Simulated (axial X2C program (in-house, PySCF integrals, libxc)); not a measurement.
**CaSi⁻: bond constants with and without spin–orbit coupling**

Calculated with an in-house all-electron X2C program for linear molecules (integrals from PySCF). Spin-free means the one-electron spin-free X2C Hamiltonian; two-component (2c) means X2C with spin–orbit coupling and atomic mean-field two-electron Coulomb and Gaunt terms, so the difference of the two also holds small scalar two-electron terms. Basis: Ca dyall-acv3z [12s13p7d5f], Si dyall-av3z [9s8p3d2f] (cores contracted in-house); Gaussian nuclei, density fitting, unrestricted open shells. Masses: Ca 39.963 u, Si 27.977 u.

Input file and command:
```json
{"zs": [20, 14], "q": -1, "bas": ["dyall-acv3z", "dyall-av3z"], "levels": ["PBE0", "HF", "TPSS"], "cc": true, "r0": 2.87, "thr": -2.0, "nmax": 90, "npts": 10, "nst": 2, "ntry": 6}
```
```bash
python so2c.py task.json out
```

Keys: zs atomic numbers; q charge; bas basis sets; levels methods; cc coupled cluster on or off; r0 starting distance in Å; thr threshold in hartree for freezing inner shells (an s shell follows its p shell); nmax most natural virtual spinors; npts points on the curve; nst determinants followed; ntry starts of the search. HF also brings MP2.

State, spin-free: M_S = 3/2, Λ = 0 (beyond evenly filled blocks: σα, π+α, π-α); electrons by block: σα: 11, σβ: 10, π+α: 4, π+β: 3, π-α: 4, π-β: 3. Fragments: Ca + Si-.

State, 2c: Ω = 3/2 (⟨Sz⟩ = 1.50, ⟨Lz⟩ = 0.00 at HF); electrons by block: 1/2: 14, -1/2: 14, 3/2: 4, -3/2: 3. Fragments: Ca + Si-.

```
Hamiltonian    level  Re (Å)  ωe (cm⁻¹)  Be (cm⁻¹)  αe (cm⁻¹)  De (eV)  k (mdyn/Å)  μ (D)
  spin-free     PBE0   2.926      216.9     0.1197   0.000977     1.34       0.456   0.71
  spin-free       HF   3.127      176.1     0.1048   0.000907    0.945       0.301   2.39
  spin-free      MP2   3.007      201.5     0.1133   0.000993     1.08       0.394    n/a
  spin-free     CCSD   3.027      196.7     0.1118   0.000948     1.17       0.375    n/a
  spin-free  CCSD(T)   3.011      200.9      0.113   0.000936      n/a       0.391    n/a
  spin-free     TPSS   2.896      227.5     0.1221   0.000955     1.46       0.502   0.60
         2c       HF   3.127      176.0     0.1047   0.000907    0.944         0.3   2.39
         2c      MP2   3.007      201.4     0.1133   0.000995     1.08       0.393    n/a
         2c     CCSD   3.027      196.4     0.1118   0.000938     1.17       0.374    n/a
         2c  CCSD(T)   3.011      200.5      0.113   0.000931      n/a        0.39    n/a
         2c     TPSS   2.896      227.5     0.1221   0.000955     1.46       0.502   0.60
```

Correlated methods: 15 electrons correlated (number of frozen shells: Ca 2 s, 1 p; Si 2 s, 1 p), 285 virtual spin orbitals or spinors in MP2, 90 natural virtuals in coupled cluster.

Dipoles are positive if Si is the positive end and refer to the centre of mass.

The state is one determinant whose occupation by symmetry is held fixed; it was picked as the lowest of a PBE0 search that is not exhaustive. Dissociation energies refer to the lowest single-determinant-based atoms at the same level and basis. De is not given where an atomic determinant may have missed its ground term or J level, or where the truncated virtual space spoils (T). Density functionals use the spin component along the axis (collinear). CCSD and (T) use frozen natural virtuals with an MP2 correction for the truncation; (T) itself is uncorrected, so its De runs slightly low. Other states lie close and PBE0, whose exact exchange favours high spin, may order them wrongly; the determinant shown need not be the ground state. The nearest other spin-free determinant of the search, M_S = 1/2, Λ = 0, lies 0.22 eV up at the distance of the search. Without a current term, density functionals place determinants with orbital angular momentum somewhat too high. With several unpaired electrons one determinant need not be a pure state. The highest occupied level of some functionals is positive through self-interaction error; at Hartree–Fock it is bound. This is the top spin component of a Σ state; components of lower Ω are not single determinants and can lie lower. Hartree–Fock gets electron affinities wrong, so its lowest charge split need not be the true one.

No reliable constants came from PBE0 (2c): no minimum in range, unconverged points, a curve that is not smooth, a change of character along it, or the two Hamiltonians disagreeing along it.

Rough cost a point (2c) on 1 thread(s) of a shared host, integrals apart: HF 0.5 s, CCSD(T) 8 s, TPSS 1 s.

The whole task took 3 min on 1 thread of Arm Neoverse V2, on a shared host.
